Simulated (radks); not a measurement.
Results of a calculation; reference values are marked as such.
Species: Zr+. Configuration: [Ar] 3d10 4s2 4p5 4d2 5s2 (not the ground configuration).

Code: a radial shooting solver on a logarithmic mesh with Libxc functionals. Model: scalar-relativistic Kohn-Sham, LDA (Slater exchange, Perdew-Wang correlation), spin-polarised, spherical densities, finite nucleus; open shells are filled with parallel spins first (spin-orbit coupling, left out, can overturn this in heavy ions); Fermi nuclear charge, rms radius 4.2694 fm.

Energy parts (hartree):
part                       energy
total                 -3593.21218
kinetic                3693.44758
electron-nucleus      -8638.50452
Hartree                1461.34977
exchange-correlation   -109.50501

Orbitals (lengths in bohr, moments of r in powers of bohr; <r^-3> diverges for s and p1/2; r(max) is where P^2 peaks):
orbital,occ.,eigenvalue (hartree),<r^-3>,<1/r>,r(max)
1s up,1,-654.6076,-,41.21,0.02417
1s down,1,-654.6018,-,41.21,0.02417
2s up,1,-91.15494,-,9.238,0.1371
2s down,1,-91.14380,-,9.238,0.1371
2p up,3,-81.41155,2151,9.009,0.1095
2p down,3,-81.40059,2151,9.009,0.1095
3s up,1,-15.32937,-,3.136,0.4087
3s down,1,-15.31694,-,3.136,0.4087
3p up,3,-12.15512,346.5,2.979,0.4024
3p down,3,-12.14147,346.5,2.980,0.4024
3d up,5,-6.92629,45.10,2.740,0.3465
3d down,5,-6.90995,45.14,2.742,0.3466
4s up,1,-2.47447,-,1.133,1.071
4s down,1,-2.39478,-,1.137,1.067
4p up,3,-1.65039,48.02,1.001,1.167
4p down,2,-1.56858,48.30,1.002,1.163
4d up,2,-0.52074,3.328,0.6936,1.505
4d down,0,-0.45076,3.121,0.6718,1.519
5s up,1,-0.43728,-,0.4086,2.814
5s down,1,-0.40918,-,0.3920,2.895

The highest occupied level is 5s down at -11.134 eV. The configuration is held as typed, so some empty levels lie below it. The electron density at the nucleus is 7.578e+04 e/bohr^3 (large components only). Spin moment in Bohr magnetons: 3. The spin density at the nucleus is -0.043 e/bohr^3 (1s -0.307, 2s -0.218, 3s 0.007, 4s -1.026, 5s 1.501).
